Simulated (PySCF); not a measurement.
## Silicon: a sound run and one with changed settings

Sound run: Si+ [Ne] 3s2 3p1, Si(2+) [Ne] 3s2. Calculation: PySCF 2.14, in def2-SVP (4s3p1d, 18 functions); the non-relativistic Hamiltonian (point nucleus). In the sound run the correlated levels freeze [Ne]. The sound run starts from symmetry-adapted Hartree-Fock orbitals and uses a fine grid where one is needed.

Changed run: all electrons correlated in a basis built for the valence shell.

```json
{"species": "Si+", "method": "MP2", "sound run (hartree)": "-288.50739", "changed run (hartree)": "-288.51475", "converged": "yes"}
{"species": "Si+", "method": "CCSD(T)", "sound run (hartree)": "-288.52584", "changed run (hartree)": "-288.53309", "converged": "yes"}
{"species": "Si(2+)", "method": "MP2", "sound run (hartree)": "-287.92077", "changed run (hartree)": "-287.92826", "converged": "yes"}
{"species": "Si(2+)", "method": "CCSD(T)", "sound run (hartree)": "-287.93504", "changed run (hartree)": "-287.94251", "converged": "yes"}
```

Ionisation energy of Si+:

| method | sound run (eV) | changed run (eV) |
| --- | --- | --- |
| UHF | 15.803 | 15.803 |
| MP2 | 15.963 | 15.959 |
| SCS-MP2 | 15.944 | 15.939 |
| CCSD | 16.058 | 16.053 |
| CCSD(T) | 16.076 | 16.071 |

A valence basis has no tight correlating functions, so it recovers only part of the core correlation, and not evenly between atom and ion.

For comparison, NIST gives 16.346 eV between the lowest levels.
